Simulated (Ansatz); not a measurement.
`F[CH2][GaH][F]` and `C[NH][GaH][CH2]F` differ in one atom or group.

Ansatz, PBE0-D4/def2-TZVP geometries, multiplicity 1. Each molecule was computed in one conformer, which needn't be the lowest.

Scalar relativity is left out up to krypton.

| property | `F[CH2][GaH][F]` |
| --- | --- |
| LUMO energy (ωB97M-V/def2-TZVPP) / eV | 0.26 |
| size of the dipole moment (B3LYP/def2-TZVPP) / D | 0.81 |
| HOMO–LUMO gap (ωB97M-V/def2-TZVPP) / eV | 10.80 |
| size of the dipole moment (ωB97M-V/def2-TZVPP) / D | 0.77 |
| HOMO–LUMO gap (B3LYP/def2-TZVPP) / eV | 6.35 |
| HOMO–LUMO gap (PBE/def2-TZVPP) / eV | 4.64 |

Problem. Give the same properties after the change, and the shifts. (Best estimate.)

Solution. Ansatz gave: 
| property | `C[NH][GaH][CH2]F` | shift |
| --- | --- | --- |
| LUMO energy (ωB97M-V/def2-TZVPP) / eV | 1.11 | 0.85 |
| size of the dipole moment (B3LYP/def2-TZVPP) / D | 1.09 | 0.28 |
| HOMO–LUMO gap (ωB97M-V/def2-TZVPP) / eV | 10.15 | -0.65 |
| size of the dipole moment (ωB97M-V/def2-TZVPP) / D | 1.15 | 0.38 |
| HOMO–LUMO gap (B3LYP/def2-TZVPP) / eV | 5.71 | -0.64 |
| HOMO–LUMO gap (PBE/def2-TZVPP) / eV | 4.17 | -0.47 |

With PBE0 the HOMO rises by 1.57 eV and the LUMO rises by 0.87 eV, so the gap narrows by about 0.70 eV. PBE moves the HOMO by 1.38 eV and ωB97M-V by 1.50 eV. The zero-point energy changes by 138.0 kJ/mol with +15 modes. Dipoles are sizes alone; their direction can turn.

B3LYP here is the variant with VWN-RPA as its local correlation; programs differ in this.
